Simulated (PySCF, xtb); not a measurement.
C3H5BFNO, SMILES FC1=CN(C)B1O. Other conformers were not sampled.

Harmonic wavenumbers (cm⁻¹) from GFN2-xTB (xtb) at its own minimum, in rising order: 84, 113, 149, 219, 245, 293, 483, 544, 572, 613, 660, 752, 808, 892, 976, 1089, 1110, 1145, 1207, 1320, 1408, 1478, 1484, 1497, 1676, 2867, 2976, 3006, 3115, 3590.

Task: What does B3LYP-D3(BJ)/def2-SVP in PySCF 2.14.0 give at its own minimum? (The exact figures need the calculation; the answer reports its results.)

Result: 121, 150, 181, 250, 277, 396, 522, 552, 599, 660, 704, 797, 860, 916, 1069, 1142, 1150, 1184, 1278, 1317, 1440, 1456, 1487, 1555, 1701, 2946, 3053, 3096, 3178, 3830. Paired by order, the mean absolute difference is 52 cm⁻¹ and the zero-point energies are 52.0 and 54.1 kcal/mol.
